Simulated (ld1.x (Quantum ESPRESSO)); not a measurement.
## Ga (Z = 31): one change to a TM potential, before and after

gallium (Ga), norm-conserving Troullier–Martins (Kleinman–Bylander form), made with ld1.x (Quantum ESPRESSO) 7.5 (PBE, scalar-relativistic). Core [Ar] 3d10, reference 4s1 4p0 (charge +2). Waves: 4p (bound, empty): rc 2.20 bohr; 4s (bound): rc 1.40 bohr. Local part: the s channel. Core correction: Bessel-smoothed model core inside 0.65 bohr.

All-electron outer shells of the reference configuration (PBE, scalar-relativistic, ld1.x):

```
shell  level (eV)  outermost node (bohr)  outermost maximum (bohr)
   4s      -26.07                   0.80                      1.78
   4p      -17.74                   0.86                      2.12
```

Change: wave 4s (bound): rc 1.40 bohr becomes 4s (bound): rc 1.80 bohr.

Cutoffs: the cutoffs (Ry, on a coarse ladder) from which the occupation-weighted sum of valence levels, in a spherical-Bessel basis at the reference potential, stays within 10 and 1 mRy of its value at 400 Ry; they do not see the model core or the augmentation charge, which bear on the density cutoff. Errors are all-electron minus pseudo energies relative to the spin-unpolarised reference configuration.

Q: What does the change do?

A: The potential gets softer (35 Ry and 70 Ry → 12 Ry and 35 Ry); the errors of the 7 common tests hardly move; neither file shows a bound ghost. A larger radius leaves more room for a smooth pseudo-wave, so fewer plane waves are needed.

```tsv
quantity	base	changed
cutoff, loose	35 Ry	12 Ry
cutoff, tight	70 Ry	35 Ry
bound ghosts	none	none
error for 4s2 4p1, meV [ΔE -26.82 eV]	-149	-149
error for 4s2 4p0, meV [ΔE -21.13 eV]	-90	-91
error for 4s2 4p0.5, meV [ΔE -24.79 eV]	-126	-126
error for 4s2 4p1.3, meV [ΔE -27.35 eV]	-155	-155
error for 4s1 4p2, meV [ΔE -20.28 eV]	-73	-71
error for 4s0 4p3, meV [ΔE -13.44 eV]	-32	-28
error for 4s1 4p1, meV [ΔE -13.76 eV]	-33	-32
s: phases at 2.39 bohr within 0.05 rad from the reference energy up to (Ry; the scan ends near 5)	1.3	1.8
p: phases at 2.39 bohr within 0.05 rad from the reference energy up to (Ry; the scan ends near 5)	3.2	4.1
```
